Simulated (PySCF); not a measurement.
CH₁₀N₂Si₃, SMILES N[Si@@]1([SiH3])NC[SiH2]1.

The structure is a stationary point at PBE0-D3(BJ)/def2-SVP. The structure was generated by enumeration; whether it is a known compound was not checked. The values are those of a single conformer.

These are TDA-PBE/def2-SVPD in PySCF values and carry that method's errors.

Vertical excitations. The molecule is in vacuum.

| state | energy (eV) | λ (nm) | f | main pairs |
|---|---|---|---|---|
| S1 | 4.47 | 278 | 0.019 | HOMO→LUMO 93 % |
| S2 | 4.69 | 264 | 0.006 | HOMO→LUMO+1 86 % |
| S3 | 4.89 | 254 | 0.012 | HOMO→LUMO+2 73 % |
| S4 | 5.09 | 243 | 0.030 | HOMO−1→LUMO 81 % |
| S5 | 5.17 | 240 | 0.019 | HOMO→LUMO+3 80 % |
| S6 | 5.36 | 231 | 0.015 | HOMO−1→LUMO+1 74 % |
| T1 | 4.10 | 302 | 0 | HOMO→LUMO 98 % |
| T2 | 4.36 | 284 | 0 | HOMO→LUMO+1 97 % |
Triplets are in the Tamm–Dancoff approximation.
